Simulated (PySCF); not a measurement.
Species: C₇H₉N.
SMILES with atom numbers: `[CH3:1][C:2]#[C:3][C:4]1=[N:5][CH2:6][CH2:7][CH2:8]1` (hydrogens: H9, H10, H11 on C1; H12, H13 on C6; H14, H15 on C7; H16, H17 on C8)

The closed-shell SCF was solved with PySCF and density fitting under several settings on one GFN2-xTB geometry (grid level 2 and gas phase unless stated).

```json
{"settings": "PBE0/pcSseg-1", "basis functions": "181", "SCF cycles": "15", "E (Eh)": "-326.4060", "HOMO (eV)": "-7.09", "LUMO (eV)": "-0.67", "dipole (D)": "2.18"}
{"settings": "PBE0/def2-SVPD", "basis functions": "232", "SCF cycles": "15", "E (Eh)": "-326.2285", "HOMO (eV)": "-7.11", "LUMO (eV)": "-0.74", "dipole (D)": "2.18"}
{"settings": "PBE0/pcseg-1, grid level 1", "basis functions": "157", "SCF cycles": "10", "E (Eh)": "-326.3784", "HOMO (eV)": "-7.12", "LUMO (eV)": "-0.69", "dipole (D)": "2.22"}
{"settings": "HCTH407/def2-SVP, start guess atom", "basis functions": "157", "SCF cycles": "12", "E (Eh)": "-326.5820", "HOMO (eV)": "-5.80", "LUMO (eV)": "-1.63", "dipole (D)": "1.98"}
{"settings": "KT3/def2-SVPD, fitting basis def2-qzvpp-jkfit", "basis functions": "232", "SCF cycles": "11", "E (Eh)": "-331.9072", "HOMO (eV)": "-6.04", "LUMO (eV)": "-1.67", "dipole (D)": "2.08"}
{"settings": "wB97X-D/ANO-RCC-VDZP, IEF-PCM benzene, grid level 1, start guess huckel", "basis functions": "157", "SCF cycles": "13", "E (Eh)": "-326.8229", "HOMO (eV)": "-8.77", "LUMO (eV)": "1.19", "dipole (D)": "2.49"}
```

Question: Estimate the row for these settings: X3LYP/def2-SVPD, IEF-PCM chloroform, level shift 0.3 Eh, energy threshold 1e-11 Eh.

Answer: 
```
                                                                          settings  basis functions  SCF cycles     E (Eh)  HOMO (eV)  LUMO (eV)  dipole (D)
X3LYP/def2-SVPD, IEF-PCM chloroform, level shift 0.3 Eh, energy threshold 1e-11 Eh              232          18  -326.4665      -7.03      -0.94        2.82
```

Question: Over all rows, what range does the HOMO–LUMO gap span?

Answer: From 4.17 eV (HCTH407/def2-SVP, start guess atom) to 9.96 eV (wB97X-D/ANO-RCC-VDZP, IEF-PCM benzene, grid level 1, start guess huckel). The functional of the narrowest has no exact exchange, that of the widest range-separated exact exchange.

Question: And the dipole moment?

Answer: From 1.98 D (HCTH407/def2-SVP, start guess atom) to 2.82 D (X3LYP/def2-SVPD, IEF-PCM chloroform, level shift 0.3 Eh, energy threshold 1e-11 Eh); the largest is 1.42 times the smallest, and the median is 2.18 D.

Question: Compare two rows with the functional PBE0: PBE0/pcseg-1, grid level 1 and PBE0/def2-SVPD. Which energy is lower, and by how much?

Answer: PBE0/pcseg-1, grid level 1 (157 functions) lies 0.1499 Eh or 94 kcal/mol below PBE0/def2-SVPD (232 functions). The smaller set gives the lower energy; the two sets aren't nested, so the variational bound doesn't order them by size.

wB97X-D ran without the empirical dispersion term, which would shift the total energy alone. Cycle counts include a coarse-grid stage where the run had one. KT3 was designed for NMR shieldings or shifts; total energies of different functionals aren't comparable. ANO-RCC sets were contracted for a scalar-relativistic Hamiltonian, but ran non-relativistically here. The species at its GFN2-xTB geometry.
